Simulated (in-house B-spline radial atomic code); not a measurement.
PBE hybrid excitations of Cu17+

Method: PBE hybrid with 1 exact exchange. Computed with a B-spline radial code for spherical atoms: linear response of the closed shell [Ne] 3s2 with the functional's adiabatic kernel; scalar-relativistic (spin-free one-electron X2C), finite nucleus, no spin-orbit coupling, no double excitations, S, P, D and F terms only.

Spin-orbit coupling is strong here, so these LS terms don't match observed levels.

Command:
```bash
python run_td.py task.json out
```
Settings (radii: box in bohr, nucleus in fm):
```
Z                        29
electrons                12
configuration            [Ne] 3s2
hamiltonian              x2c
method                   pbeh
box_radius               6.43
exact_exchange_fraction  1
rms_radius               3.8823
intervals                67
```

Time taken, with all properties: 0.3 s on 1 thread of AMD EPYC 9R45 96-Core Processor (Zen 5), on a shared host.

The lowest states, in the order of their Tamm-Dancoff energies; the method's threshold (minus the highest occupied level) is 630.14 eV. Labels give the largest channel, * marks a mixed state, and oscillator strengths are full-response dipole values. Semilocal kernels can invert the small singlet-triplet splittings of Rydberg terms. Energies in eV:

```json
{"state": "3s → 3p 3P", "full response": "34.48", "Tamm-Dancoff": "35.61", "oscillator strength": "-"}
{"state": "3s → 3p 1P", "full response": "51.84", "Tamm-Dancoff": "52.74", "oscillator strength": "0.718"}
{"state": "3s → 3d 3D", "full response": "100.12", "Tamm-Dancoff": "100.21", "oscillator strength": "-"}
{"state": "3s → 3d 1D", "full response": "106.79", "Tamm-Dancoff": "106.87", "oscillator strength": "-"}
{"state": "3s → 4s 3S", "full response": "298.50", "Tamm-Dancoff": "298.51", "oscillator strength": "-"}
{"state": "3s → 4s 1S", "full response": "302.28", "Tamm-Dancoff": "302.31", "oscillator strength": "-"}
{"state": "3s → 4p 3P", "full response": "317.41", "Tamm-Dancoff": "317.42", "oscillator strength": "-"}
{"state": "3s → 4p 1P", "full response": "?", "Tamm-Dancoff": "?", "oscillator strength": "?"}
{"state": "3s → 4d 3D", "full response": "339.70", "Tamm-Dancoff": "339.71", "oscillator strength": "-"}
{"state": "3s → 4d 1D", "full response": "340.27", "Tamm-Dancoff": "340.28", "oscillator strength": "-"}
{"state": "3s → 4f 3F", "full response": "350.72", "Tamm-Dancoff": "350.72", "oscillator strength": "-"}
{"state": "3s → 4f 1F", "full response": "352.84", "Tamm-Dancoff": "352.84", "oscillator strength": "-"}
{"state": "3s → 5s 3S", "full response": "426.53", "Tamm-Dancoff": "426.53", "oscillator strength": "-"}
{"state": "3s → 5s 1S", "full response": "427.72", "Tamm-Dancoff": "427.73", "oscillator strength": "-"}
{"state": "3s → 5p 3P", "full response": "435.61", "Tamm-Dancoff": "435.61", "oscillator strength": "-"}
{"state": "3s → 5p 1P", "full response": "?", "Tamm-Dancoff": "?", "oscillator strength": "?"}
```

(1) Where does 3s → 4p 1P lie?

(2) Where does 3s → 5p 1P lie?

(3) How large is the singlet-triplet splitting of 3s → 3p (P terms) in Tamm-Dancoff?

(4) What polarisabilities and dispersion coefficient does the method give?

Answers

(1) At 318.67 eV in full response, 318.69 eV in Tamm-Dancoff, oscillator strength 0.467.

(2) At 435.99 eV in full response, 436.00 eV in Tamm-Dancoff, oscillator strength 0.145.

(3) 17.1 eV, from the unrounded values.

(4) Dipole 0.2059 bohr³, quadrupole 0.03015 bohr⁵, C6 0.06536 hartree·bohr⁶ for two such species.
